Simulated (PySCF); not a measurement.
Isomers of C6H11F2NSi, mass 163.063 u with the commonest isotopes. The calculation used PBE0/pcSseg-1 in PySCF (dipole) on a GFN2-xTB geometry, gas phase. One conformer each, none proved a minimum here; rigid rotors.

Question: Order these by out-of-plane moment Σ m c² = (Ia + Ib − Ic)/2, largest first.
A. `[CH2:1]=[C:2]([F:3])[C@@H:4]1[CH2:5][C@H:6]([F:7])[CH2:8][N:9]1[SiH3:10]` with C1–C2–C4–C5 -121°, C2–C4–C5–C6 -129°, C4–C5–C6–F7 148°, C5–C6–C8–N9 -39°, C6–C8–N9–Si10 -166°
B. `[CH2:1]=[C:2]([F:3])[C@@H:4]1[CH2:5][C@@H:6]([F:7])[CH2:8][N:9]1[SiH3:10]` with C1–C2–C4–C5 -144°, C2–C4–C5–C6 -91°, C4–C5–C6–F7 -131°, C5–C6–C8–N9 -11°, C6–C8–N9–Si10 -170°
C. `[CH:1]#[C:2][CH2:3][C@@H:4]([CH2:5][CH:6]([F:7])[F:8])[NH:9][SiH3:10]` with C2–C3–C4–C5 64°, C3–C4–C5–C6 -173°, C4–C5–C6–F7 73°, C3–C4–N9–Si10 90°

Answer: A (72.25 u·Å²), C (71.46 u·Å²), B (66.23 u·Å²).

Question: Order these by rotational constant B, smallest first.
A. `[CH2:1]=[C:2]([F:3])[C@@H:4]1[CH2:5][C@H:6]([F:7])[CH2:8][N:9]1[SiH3:10]` with C1–C2–C4–C5 -121°, C2–C4–C5–C6 -129°, C4–C5–C6–F7 148°, C5–C6–C8–N9 -39°, C6–C8–N9–Si10 -166°
B. `[CH:1]#[C:2][CH2:3][C@@H:4]([CH2:5][CH:6]([F:7])[F:8])[NH:9][SiH3:10]` with C2–C3–C4–C5 64°, C3–C4–C5–C6 -173°, C4–C5–C6–F7 73°, C3–C4–N9–Si10 90°
C. `[CH2:1]=[C:2]([F:3])[C@@H:4]1[CH2:5][C@@H:6]([F:7])[CH2:8][N:9]1[SiH3:10]` with C1–C2–C4–C5 -144°, C2–C4–C5–C6 -91°, C4–C5–C6–F7 -131°, C5–C6–C8–N9 -11°, C6–C8–N9–Si10 -170°

Answer: B (843.1 MHz), A (932.9 MHz), C (1020 MHz).

Question: Order these by dipole moment, smallest first.
A. `[CH:1]#[C:2][CH2:3][C@@H:4]([CH2:5][CH:6]([F:7])[F:8])[NH:9][SiH3:10]` with C2–C3–C4–C5 64°, C3–C4–C5–C6 -173°, C4–C5–C6–F7 73°, C3–C4–N9–Si10 90°
B. `[CH2:1]=[C:2]([F:3])[C@@H:4]1[CH2:5][C@H:6]([F:7])[CH2:8][N:9]1[SiH3:10]` with C1–C2–C4–C5 -121°, C2–C4–C5–C6 -129°, C4–C5–C6–F7 148°, C5–C6–C8–N9 -39°, C6–C8–N9–Si10 -166°
C. `[CH2:1]=[C:2]([F:3])[C@@H:4]1[CH2:5][C@@H:6]([F:7])[CH2:8][N:9]1[SiH3:10]` with C1–C2–C4–C5 -144°, C2–C4–C5–C6 -91°, C4–C5–C6–F7 -131°, C5–C6–C8–N9 -11°, C6–C8–N9–Si10 -170°

Answer: C (1.63 D), B (2.21 D), A (2.78 D).

| SMILES | point group | Ia (u·Å²) | Ib (u·Å²) | Ic (u·Å²) | κ | μa (D) | μb (D) | μc (D) |
| --- | --- | --- | --- | --- | --- | --- | --- | --- |
| C=C(F)[C@@H]1C[C@H](F)CN1[SiH3] | C1 | 351.19 | 541.72 | 748.40 | -0.33 | 1.04 | 0.27 | 1.93 |
| C#CC[C@@H](CC(F)F)N[SiH3] | C1 | 537.50 | 599.40 | 993.97 | 0.55 | 2.31 | 0.01 | 1.54 |
| C=C(F)[C@@H]1C[C@@H](F)CN1[SiH3] | C1 | 377.01 | 495.41 | 739.97 | 0.03 | 1.51 | 0.29 | 0.54 |
